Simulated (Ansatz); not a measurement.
```yaml
crystal:
  periodic: [false, false, false]
  atoms:
    - {symbol: Si, position_ang: [0.026162, 0.211677, -0.361943]}
    - {symbol: C, position_ang: [0.229452, 0.190884, 1.538449]}
    - {symbol: C, position_ang: [-0.118484, -0.812200, 2.260855]}
    - {symbol: H, position_ang: [0.909164, 1.134248, 2.203310]}
    - {symbol: H, position_ang: [-0.657221, -1.664054, 2.268279]}
    - {symbol: H, position_ang: [-0.127067, -0.746839, 3.623507]}
    - {symbol: N, position_ang: [1.572007, 0.447537, -0.994727]}
    - {symbol: C, position_ang: [2.792308, 0.395806, -1.464855]}
    - {symbol: O, position_ang: [3.917829, 0.473756, -1.885989]}
    - {symbol: N, position_ang: [-1.038112, 1.615581, -0.750754]}
    - {symbol: C, position_ang: [-1.538412, 2.378417, -1.168877]}
    - {symbol: O, position_ang: [-2.295485, 3.319518, -1.211343]}
    - {symbol: N, position_ang: [-0.658634, -1.316106, -0.644169]}
    - {symbol: C, position_ang: [-1.132035, -2.153885, -1.237980]}
    - {symbol: O, position_ang: [-1.544782, -3.122299, -1.587083]}
basis:
  gaussian: {orbitals: cc-pVTZ, fitting: {mean_field: def2-universal-jkfit}, final_grid: {core_spheres: 20, valence_spheres: 16, degree: 47}}
hamiltonian: {xc: {name: BHLYP}}
scf: {omitted_lower_state_checks: [starts]}
relax: {f_tol: 0.001, max_steps: 1}
```

```sh
$ ansatz run in.yaml --threads 2 --pin off --events-out ev --progress --plain --max-ram 32768MiB --backend cuda --devices 0, --max-vram 18GiB
```

Output, abridged:

```
Functional definition: BHLYP
1019 factors; integrals over basis functions are off by at most 1.1e0 eV
mean field evaluation 1: about -23701.8419 eV, gradient 9.1e1 eV
mean field evaluation 2: about -23701.1313 eV, gradient 9.2e1 eV
mean field evaluation 4: about -23715.9169 eV, gradient 4.6e0 eV
mean field evaluation 8: about -23715.9554 eV, gradient 1.8e-1 eV
mean field evaluation 16: about -23715.9554 eV, gradient 1.7e-4 eV
mean field -23715.95544396 eV, -871.5452873137 hartree, gradient 6.8e-5 eV, S^2 0.000000; 0 other end points of the search recorded, 0 dependent functions left out
reference -23715.95567322 eV, -871.5452957388 hartree; 46, 46 occupied and 360, 360 virtual orbitals, 1019 factors
relax step   1: F+E_penalty+E_count = -23715.95544396 eV  Δ(F+E_penalty+E_count) = +0.000e0 eV  max|allowed force component| = 2.843e1 eV/Å  Δτ_max = 0.0000 Å  (32 SCF iters, accepted)
Error: geometry relaxation did not converge after 1 steps: max|allowed force component| = 2.84e1 eV/Å (threshold 1.0e-3). Raise `relax.max_steps` over both its present limit and 1, loosen `relax.f_tol`, or start from a geometry closer to equilibrium. Where this run's directory can be resumed (`checkpoint.write`), a resume goes on for up to `relax.max_steps` more
```

Something in this input is off. What?

The relaxation is allowed too few steps for its threshold. The SCF steps converged, but the relaxation ran out of steps.
